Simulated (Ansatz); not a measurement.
Program: Ansatz. Geometries: PBE0-D4/def2-TZVP. ΔE: electronic, gas phase. CCSD(T)/CBS adds triple-zeta CCSD(T) − MP2 to the extrapolated MP2 energy (def2 sets, frozen cores). This one scheme is used for every species. DFT in def2-TZVPP. B3LYP here is the variant with VWN-RPA as its local correlation; programs differ in this. HSE06 is defined as in plane-wave codes. Elements past krypton have def2 core potentials. For Ga, Te outer-core shells are correlated without core-valence functions, which leaves a few kJ/mol of doubt a bond. Scalar relativity is left out up to krypton.

Reaction (ligand exchange at a B–C bond): `C[B](C)[GaH2]` + H₂Te → `C[B]([GaH2])[TeH]` + CH₄

Q: Is it downhill or uphill in electronic energy at CCSD(T)/CBS, and by how much? (Best estimate.)

A: The calculation gave: Downhill: ΔE = -21.9 kcal/mol.

Q: What do these levels give: PBE-D4, revPBE-D4, r2SCAN-D4, B97M-V, PBE0-D4, HSE06-D4, ωB97M-V, B3LYP, LC-ωPBE, HF/def2-SVP, MP2/def2-SVP, MP2/def2-QZVPP? (An estimate is asked.)

A: Computed: PBE-D4 -21.1, revPBE-D4 -20.8, r2SCAN-D4 -20.5, B97M-V -18.8, PBE0-D4 -20.4, HSE06-D4 -20.5, ωB97M-V -18.1, B3LYP -18.2, LC-ωPBE -17.7, HF/def2-SVP -16.1, MP2/def2-SVP -21.2, MP2/def2-QZVPP -23.7 kcal/mol.

Largest T1 diagnostic among the species: 0.014.

In def2-TZVPP, CCSD(T) changes the Hartree–Fock value by −4.5 kcal/mol (the triples alone add −1.4 kcal/mol) and MP2 by −6.7 kcal/mol. The D4 term adds −1.4 kcal/mol with B3LYP and −0.7 kcal/mol with PBE0; it sums over pairs of atoms, weighted by their polarisabilities, and B3LYP, whose exchange is more repulsive, gets the larger term. From BLYP to BHLYP (50 % exact exchange), in def2-TZVPP and without D4, ΔE moves by +1.1 kcal/mol.
